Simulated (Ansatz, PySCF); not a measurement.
Gas-phase reaction in SMILES: [BH3-]C#[O+] + 3 [H][H] (H2) -> B (BH3) + C (CH4) + O (H2O)
Structures are relaxed separately at B3LYP-D3(BJ)/def2-TZVP in Ansatz (a quantum-chemistry and plane-wave program).

Wanted: energy of full hydrogenation (0 K, with B3LYP-D3(BJ) harmonic zero-point energies from PySCF), in kcal/mol. Correlated levels leave the core frozen unless marked. No spin-orbit coupling. Non-relativistic. CBS marks a two-point X^-3 extrapolation of the correlation energy; Hartree-Fock from the larger set.

```
level                                program  energy of full hydrogenation (kcal/mol)
----------------------------  --------------  ---------------------------------------
PBE0-D3(BJ)/def2-TZVPD        Ansatz + dftd3                                    -22.7
MN15-D3(BJ)/def2-TZVPD         PySCF + dftd3                                    -15.9
HSE06-D3(BJ)/def2-TZVPD       Ansatz + dftd3                                    -22.6
MP2/CBS(cc-pVTZ,cc-pVQZ)              Ansatz                                    -23.4
SCS-MP2/6-31G                         Ansatz                                    -17.8
CCSD/6-31G                            Ansatz                                    -19.5
CCSD(T)/CBS(cc-pVTZ,cc-pVQZ)          Ansatz                                    -23.9
```
